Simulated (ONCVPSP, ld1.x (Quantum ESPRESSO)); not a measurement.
# Hardness and transferability of assorted potentials

Generated with ld1.x 7.5 (TM, RRKJ, ultrasoft, PAW), atompaw 4.2 or ONCVPSP 4.0.1. The cutoff is in Ry: for ld1.x and atompaw files where the sum of valence levels is converged to 10 mRy in a Bessel basis, for ONCV files where the hardest occupied wave has 1 mHa per electron of residual kinetic energy. The error is the largest all-electron minus pseudo excitation energy over each file’s own four to seven test configurations (ionisations up to +4, promotions, holes and added fractions of an electron), all of which were solved. The labels leave out finer settings (local radius, basis sizes, second energies), which also bear on the numbers. Spin-polarised tests are not counted. The rows are a selection from randomly drawn settings: files with unsolved tests, undetermined cutoffs or missed reference levels are left out.

A true bound ghost makes a file unfit for plane-wave use even where its test errors are small: the radial tests pick states by their node count and pass the ghost by.

```tsv
element	potential	cutoff (Ry)	largest error (meV)	bound ghosts
C	TM, PBE, non-relativistic, rc 1.25/1.95/1.90 (spd), local p, core correction yes, reference 2s2 2p0	35	+395	none
As	ONCV, BLYP, scalar-relativistic, rc 1.70/1.45/1.35 (spd), local smoothed, core correction yes, reference 4s1 4p4, qcut 4.9/4.5/6.4, projectors 2/2/1	20	-5.5	none
Cd	TM, PBE, scalar-relativistic, rc 1.55/1.40/1.00/1.20 (spdf), local d, core correction no, reference 4s2 4p6 4d9 5s0 5p0	110	+3915	none
Sn	TM, LDA (PZ), scalar-relativistic, rc 1.60/2.50/0.90 (spd), local d, core correction no, reference 4d10 5s2 5p0	160	+40	s, p
Te	TM, LDA (PZ), scalar-relativistic, rc 1.62/1.38/1.42 (spd), local s, core correction yes, reference 4d10 5s2 5p2	160	-190	p
Ta	ultrasoft, PBE, scalar-relativistic, rc 2.90/4.65/3.15 (spd), local smoothed, core correction yes, reference 5d3 6s2 6p0	8	-208	none
Au	TM semilocal, PBE, scalar-relativistic, rc 2.20/3.00/1.20/3.10 (spdf), local d, core correction no, reference 5d9 6s2 6p0	45	-74	none
Bi	ONCV, PBE, scalar-relativistic, rc 1.30/1.65/1.50 (spd), local smoothed, core correction yes, reference 5s2 5p6 5d10 6s2 6p3, qcut 8.5/9.8/12.3, projectors 2/2/1	64	-237	none
```

(1) Fill in the row for Pt: ONCV, PBE, scalar-relativistic, rc 2.40/1.70/2.00 (spd), local smoothed, core correction yes, reference 5p6 5d9 6s1, qcut 2.1/7.1/7.5, projectors 2/2/1.

Results:

(1) cutoff 38 Ry, largest error -46 meV, bound ghosts: none.
